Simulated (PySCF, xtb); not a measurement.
C₅H₄F₂O, SMILES F/C=C1\C[C@@H](F)C1=O.

GFN2-xTB in xtb 6.7.1 at its own geometry gives an orbital gap of 2.83 eV and a dipole moment of 2.72 D.

The structure is a stationary point at PBE0-D3(BJ)/def2-SVP. The structure was generated by enumeration; whether it is a known compound was not checked.

### Question
What does PBE/def2-TZVP (PySCF) give? (Estimate from the structure and the level; the computed values follow.)

### Answer
gap 2.86 eV (levels -6.04 and -3.18 eV), dipole 2.85 D.
